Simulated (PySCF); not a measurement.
CHCl, SMILES [CH]Cl (connectivity only; charge and spin as stated), neutral, multiplicity 1. Heavy atoms are numbered as in [CH:1][Cl:2]. Hydrogens are named by the atom that carries them.

Coordinates come from a ωB97X-D3(BJ)/def2-TZVPD optimisation. The isomer is the one that the SMILES or the coordinates give; other isomers of the formula were not compared.

All values below come from PBE/pcSseg-2 run with PySCF.

GIAO shieldings, no solvent; atoms alike by connectivity are averaged. δ = σ(ref) − σ: ¹³C against TMS (σ = 181.4 ppm); ³⁵Cl against HCl (σ = 936.5 ppm); ¹H against TMS (σ = 31.47 ppm), references at their B3LYP-D3(BJ)/def2-TZVP geometries, non-relativistic (without spin–orbit terms, shifts of atoms bonded to Cl or Br come out too high).

Computed chemical shifts:
| nucleus | atoms | count | δ (ppm) |
|---|---|---|---|
| ¹³C | C1 (CH) | 1 | 967.8 |
| ³⁵Cl | Cl2 | 1 | 1856.9 |
| ¹H | H on C1 | 1 | 31.44 |
